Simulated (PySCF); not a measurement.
Si(AsH2)(F)(OH)2 (AsFH₄O₂Si), SMILES [Si](O)(O)(F)[AsH2]. Geometry: B3LYP-D3(BJ)/def2-SVP. The structure was generated by enumeration, and PubChem lists no compound with its InChIKey, so it may never have been made. One conformer was computed; it need not be the lowest.

Question: Give the equilibrium geometry at B3LYP-D3(BJ)/def2-SVP (PySCF confirms it by a frequency run) as Cartesian coordinates in Å. (Estimate from the structure and the level; the computed values follow.)

Answer: Several could match; the one computed here: 
```xyz
9

O     -0.8581    -1.1219     1.5829
Si    -0.8089    -0.2650     0.1790
O     -1.9133     0.9617     0.3117
F     -1.2704    -1.1970    -1.0761
As     1.3728     0.4749    -0.3180
H     -1.7308    -1.2453     1.9795
H     -2.1894     1.4078    -0.4978
H      1.6091     0.8625     1.1414
H      1.9363    -0.9299    -0.1056
```
